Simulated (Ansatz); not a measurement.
Isolated molecules relaxed with PBE0-D4/def2-TZVP in Ansatz; ΔE leaves out vibrations. CBS: MP2 limit from def2 TZ/QZ plus the TZ coupled-cluster correction, frozen cores. def2 core potentials past Kr. For Br, Sn outer-core shells are correlated without core-valence functions, which leaves a few kJ/mol of doubt a bond. Scalar relativity is left out up to krypton. One conformer a species, not always the lowest.

Consider the redistribution: `C=[CH][SnH3]` + `[F][SnH]([Br])[Br]` → `C=[CH][SnH2][F]` + `[Br][SnH2][Br]`.

`C=[CH][SnH3]`:

Cartesian coordinates in Å:
```
C -0.580 0.206 1.540
C 0.286 -0.371 0.716
Sn 0.299 -0.001 -1.375
H -1.336 0.905 1.192
H -0.575 0.007 2.610
H 1.019 -1.061 1.128
H 1.805 0.644 -1.861
H -0.947 1.119 -1.707
H 0.028 -1.447 -2.243
```

`[F][SnH]([Br])[Br]`:

Z-matrix (Å, degrees):
```
Sn
F 1 1.905
Br 1 2.443 2 105.6
Br 1 2.443 2 105.6 3 -116.4
H 1 1.693 2 108.0 3 121.8
```

`C=[CH][SnH2][F]`:

Cartesian coordinates in Å:
```
C -0.107 -1.006 -1.334
C 0.647 -0.323 -0.480
Sn -0.197 0.699 1.163
F 0.147 2.574 0.858
H 0.322 -1.537 -2.180
H -1.188 -1.067 -1.237
H 1.724 -0.290 -0.625
H -1.895 0.547 1.171
H 0.548 0.403 2.666
```

`[Br][SnH2][Br]`:

```xyz
5

Br   -2.290    0.472    0.036
Sn    0.156    0.151    0.077
Br    0.626   -2.082   -0.860
H     0.655    0.152    1.699
H     0.852    1.307   -0.952
```

| species | SCS-MP2/def2-TZVPP energy (Eh) |
| --- | --- |
| `C=[CH][SnH3]` | -293.19988 |
| `[F][SnH]([Br])[Br]` | -5459.41889 |
| `C=[CH][SnH2][F]` | -392.37436 |
| `[Br][SnH2][Br]` | -5360.24831 |

(1) Work out ΔE.

Largest T1 diagnostic among the species: 0.013.

Results:

(1) ΔE = (-392.37436) + (-5360.24831) − (-293.19988) − (-5459.41889) = -0.00390 Eh = -0.11 eV. CCSD(T)/CBS gives -0.11 eV.

Leaving LDA and LC-ωPBE aside and taking each functional with its dispersion term where it has one, the values, not all of them listed here, spread over 0.06 eV, from BHLYP-D4 to revPBE-D4. In def2-TZVPP, CCSD(T) changes the Hartree–Fock value by +0.09 eV (the triples alone add +0.02 eV) and MP2 by +0.09 eV. From BLYP to BHLYP (50 % exact exchange), in def2-TZVPP and without D4, ΔE moves by −0.04 eV.
